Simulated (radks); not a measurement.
Neutral potassium, configuration [Ar] 4s1 (the NIST ground configuration).

Method: scalar-relativistic Kohn-Sham, PBE, spin-polarised, spherical densities, point nucleus; open shells are filled with parallel spins first; hard spherical wall at 2.5 bohr; computed with a radial shooting solver on a logarithmic mesh with Libxc functionals.

Energy parts (eV):
part                      energy
total                 -16277.248
kinetic                16833.437
electron-nucleus      -39671.082
Hartree                 7501.583
exchange-correlation    -941.186

Orbitals (lengths in bohr, moments of r in powers of bohr; <r^-3> diverges for s and p1/2):
orbital,occ.,eigenvalue (eV),<1/r>,<r^-3>,<r^4>,<r>
1s up,1,-3488.611,18.71,-,0.0002016,0.08107
1s down,1,-3488.234,18.71,-,0.0002016,0.08107
2s up,1,-323.9783,3.784,-,0.05804,0.3893
2s down,1,-323.5778,3.784,-,0.05788,0.3892
2p up,3,-250.2463,3.684,153.3,0.05063,0.3528
2p down,3,-249.8448,3.684,153.4,0.05046,0.3526
3s up,1,-14.2473,1.130,-,3.632,1.202
3s down,1,-13.4973,1.128,-,3.608,1.201
3p up,3,3.5898,1.052,16.96,4.191,1.249
3p down,3,4.3637,1.052,16.91,4.154,1.246
3d up,0,31.1480,0.8955,1.436,4.731,1.291
3d down,0,32.0027,0.8974,1.443,4.678,1.287
4s up,1,75.2921,1.066,-,8.949,1.480
4s down,0,77.0469,1.064,-,8.970,1.481
4p up,0,87.7217,1.087,25.09,8.588,1.434
4p down,0,89.4202,1.084,25.01,8.624,1.437
5s up,0,219.3262,1.227,-,8.949,1.419
5s down,0,219.9726,1.231,-,8.955,1.418

The highest occupied level is 4s up at 75.292 eV. The configuration is held as typed, so some empty levels lie below it. The density falls to 0.001 e/bohr^3 at r = 2.43 bohr.
